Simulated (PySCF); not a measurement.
PySCF input (MN15/def2-TZVPD):

```python
from pyscf import gto, scf, dft

mol = gto.M(
    atom='''
    C     1.24889928    0.11989250    0.43704499
    C     0.09848013    0.00945395    0.03446254
    C    -1.16217014   -0.11156663   -0.40669463
    H     2.25840526    0.21680359    0.79031569
    H    -1.65635077    0.71686991   -0.91200534
    H    -1.71331014   -1.04035242   -0.26718776
    ''',
    basis='def2-tzvpd',
    charge=1,
    spin=0,
    verbose=4,
)

mf = dft.RKS(mol, xc='mn15').density_fit(auxbasis='def2-universal-jkfit')
mf.grids.level = 4
mf.conv_tol = 1e-9
mf.max_cycle = 100
mf.max_memory = 1500
mf.kernel()
if not mf.converged:
    mf = mf.newton()
    mf.kernel(mf.make_rdm1())
mf.analyze()
```

End of the output:

```
Extra cycle  E= -115.575133758437  delta_E= 6.25e-12  |g|= 6.97e-06  |ddm|= 1.51e-05
converged SCF energy = -115.575133758437
**** SCF Summaries ****
Total Energy =                        -115.575133758437147
Nuclear Repulsion Energy =              53.720396855042964
One-electron Energy =                 -254.832898023467408
Two-electron Energy =                   85.537367409987297
Two-electron Coulomb Energy =          102.340297704131586
DFT Exchange-Correlation Energy =      -16.802930294144296
HOMO-LUMO gap [eV] =                     5.724745720156036
**** MO energy ****
MO #1   energy= -10.3974871105499  occ= 2
MO #2   energy= -10.3727341339185  occ= 2
MO #3   energy= -10.3332376792524  occ= 2
MO #4   energy= -1.12333614983453  occ= 2
MO #5   energy= -1.02633119525839  occ= 2
MO #6   energy= -0.847389585419904 occ= 2
MO #7   energy= -0.798555012872502 occ= 2
MO #8   energy= -0.773134452075247 occ= 2
MO #9   energy= -0.643349858369945 occ= 2
MO #10  energy= -0.593595874190939 occ= 2
MO #11  energy= -0.383215347600032 occ= 0
MO #12  energy= -0.200633553363851 occ= 0
MO #13  energy= -0.136636761298033 occ= 0
MO #14  energy= -0.118856864953103 occ= 0
MO #15  energy= -0.0798167503082086 occ= 0
MO #16  energy= -0.0698714297657436 occ= 0
MO #17  energy= -0.036907649293931 occ= 0
MO #18  energy= -0.0277288976390713 occ= 0
MO #19  energy= 3.56086357386741e-06 occ= 0
MO #20  energy= 0.0112978028429176 occ= 0
MO #21  energy= 0.0166543289816482 occ= 0
MO #22  energy= 0.0207748329665032 occ= 0
MO #23  energy= 0.0352248584921546 occ= 0
MO #24  energy= 0.0423337706399989 occ= 0
MO #25  energy= 0.0680291839526486 occ= 0
MO #26  energy= 0.085254148343025  occ= 0
MO #27  energy= 0.100149623045737  occ= 0
MO #28  energy= 0.100816100198417  occ= 0
MO #29  energy= 0.121428917467622  occ= 0
MO #30  energy= 0.129508360516315  occ= 0
MO #31  energy= 0.142711795909356  occ= 0
MO #32  energy= 0.149951208314063  occ= 0
MO #33  energy= 0.172420502985849  occ= 0
MO #34  energy= 0.179796141011967  occ= 0
MO #35  energy= 0.188869407960312  occ= 0
MO #36  energy= 0.205412482392057  occ= 0
MO #37  energy= 0.214634069361496  occ= 0
MO #38  energy= 0.228624549721532  occ= 0
MO #39  energy= 0.233954455250946  occ= 0
MO #40  energy= 0.23582257005022   occ= 0
MO #41  energy= 0.247984841021053  occ= 0
MO #42  energy= 0.324759191710465  occ= 0
MO #43  energy= 0.332371638156678  occ= 0
MO #44  energy= 0.338813824456445  occ= 0
MO #45  energy= 0.351223950332397  occ= 0
MO #46  energy= 0.369448269336148  occ= 0
MO #47  energy= 0.375171329133552  occ= 0
MO #48  energy= 0.417101187028581  occ= 0
MO #49  energy= 0.433880536999309  occ= 0
MO #50  energy= 0.441142360552456  occ= 0
MO #51  energy= 0.488081849161679  occ= 0
MO #52  energy= 0.488095994788707  occ= 0
MO #53  energy= 0.495977898622223  occ= 0
MO #54  energy= 0.533151197325667  occ= 0
MO #55  energy= 0.537472147303454  occ= 0
MO #56  energy= 0.542526540661322  occ= 0
MO #57  energy= 0.551521098893038  occ= 0
MO #58  energy= 0.559335119815893  occ= 0
MO #59  energy= 0.585479092521805  occ= 0
MO #60  energy= 0.617242438624128  occ= 0
MO #61  energy= 0.679869339523673  occ= 0
MO #62  energy= 0.722258016237245  occ= 0
MO #63  energy= 0.752042048891943  occ= 0
MO #64  energy= 0.761942354492234  occ= 0
MO #65  energy= 0.78977008615454   occ= 0
MO #66  energy= 0.835156090269063  occ= 0
MO #67  energy= 0.882665152831745  occ= 0
MO #68  energy= 0.922740709058175  occ= 0
MO #69  energy= 0.968314413636655  occ= 0
MO #70  energy= 1.09220570258778   occ= 0
MO #71  energy= 1.21250437954009   occ= 0
MO #72  energy= 1.22441626141707   occ= 0
MO #73  energy= 1.22987361371793   occ= 0
MO #74  energy= 1.27545733045986   occ= 0
MO #75  energy= 1.39424742249926   occ= 0
MO #76  energy= 1.42155519925836   occ= 0
MO #77  energy= 1.53364500100821   occ= 0
MO #78  energy= 1.56367148500071   occ= 0
MO #79  energy= 1.56402687405674   occ= 0
MO #80  energy= 1.58449189394447   occ= 0
MO #81  energy= 1.60304172201595   occ= 0
MO #82  energy= 1.61755113577811   occ= 0
MO #83  energy= 1.63903841398523   occ= 0
MO #84  energy= 1.64001782060114   occ= 0
MO #85  energy= 1.7036078964935    occ= 0
MO #86  energy= 1.71027642649883   occ= 0
MO #87  energy= 1.91427290077551   occ= 0
MO #88  energy= 1.91758923170253   occ= 0
MO #89  energy= 2.05480400314923   occ= 0
MO #90  energy= 2.09361682761682   occ= 0
MO #91  energy= 2.13097723012432   occ= 0
MO #92  energy= 2.19014196430212   occ= 0
MO #93  energy= 2.20574118103295   occ= 0
MO #94  energy= 2.27604445820069   occ= 0
MO #95  energy= 2.30619297979519   occ= 0
MO #96  energy= 2.32139581480815   occ= 0
MO #97  energy= 2.37267375608411   occ= 0
MO #98  energy= 2.40246670839608   occ= 0
MO #99  energy= 2.43726613118055   occ= 0
MO #100 energy= 2.4697379798458    occ= 0
MO #101 energy= 2.52776180383303   occ= 0
MO #102 energy= 2.57133509705885   occ= 0
MO #103 energy= 2.575740261191     occ= 0
MO #104 energy= 2.60178782414523   occ= 0
MO #105 energy= 2.63338178904137   occ= 0
MO #106 energy= 2.69598432240513   occ= 0
MO #107 energy= 2.74175994697123   occ= 0
[...]
```
